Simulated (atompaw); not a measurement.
gallium: one change to a PAW (atompaw) potential, before and after

| Quantity | Value |
| --- | --- |
| Element | gallium |
| Generator | atompaw 4.2.0.5 |
| Type | PAW |
| Functional | PBEsol |
| Relativity | scalar-relativistic |
| Frozen core | [Ar] |
| Valence charge | 13 |
| Reference configuration | 3d10 4s2 4p1 |
| Partial waves | 4s (bound): rc 2.20 bohr; 4s channel at 4.3 Ry: rc 2.95 bohr; 4p (bound): rc 2.95 bohr; 4p channel at 3.05 Ry: rc 2.95 bohr; 3d (bound): rc 1.15 bohr; 3d channel at -1 Ry: rc 1.15 bohr |
| Local potential | vpsmatchnc scheme with l = 3 at 0 Ry, radius 2.90 bohr |
| Core correction | smooth core density matched at 2.50 bohr |
| Augmentation charge | gaussian compensation charge, radius 2.65 bohr; PAW radius 2.95 bohr; waves and projectors: modrrkj vanderbiltortho |

All-electron outer shells of the reference configuration (PBEsol, scalar-relativistic, ld1.x):

```
shell  level (eV)  outermost node (bohr)  outermost maximum (bohr)
   3s     -147.78                   0.27                      0.56
   3p      -98.68                   0.24                      0.56
   3d      -19.16                      –                      0.53
   4s       -8.96                   0.81                      1.90
   4p       -2.57                   0.87                      2.53
```

Change: augmentation gaussian compensation charge, radius 2.65 bohr; PAW radius 2.95 bohr; waves and projectors: custom polynom2 7 10 vanderbiltortho.

Cutoffs: the cutoffs (Ry, on a coarse ladder) from which the occupation-weighted sum of valence levels, in a spherical-Bessel basis at the reference potential, stays within 10 and 1 mRy of its value at 400 Ry; they do not see the model core or the augmentation charge, which bear on the density cutoff.

Q: What does the change do?

A: The range in which the s phases agree narrows (upper end 1.6 → 0.4); the range in which the d phases agree narrows (upper end at the end of the scan → 3.9); neither file shows a bound ghost.

```csv
quantity,base,changed
"cutoffs, loose and tight","80 Ry, 110 Ry",not determined
bound ghosts,none,none
s: phases at 2.97 bohr within 0.05 rad from the reference energy up to (Ry; the scan ends near 5),1.6,0.4
p: phases at 2.97 bohr within 0.05 rad from the reference energy up to (Ry; the scan ends near 5),n/a,to the end of the scan
d: phases at 2.97 bohr within 0.05 rad from the reference energy up to (Ry; the scan ends near 5),to the end of the scan,3.9
lowest overlap eigenvalue by channel,"s 0.55, p 0.39, d 0.00","s 0.38, p 0.75, d 0.96"
```

 The cutoffs see the waves, projectors and local potential, not the compensation charge or the core.
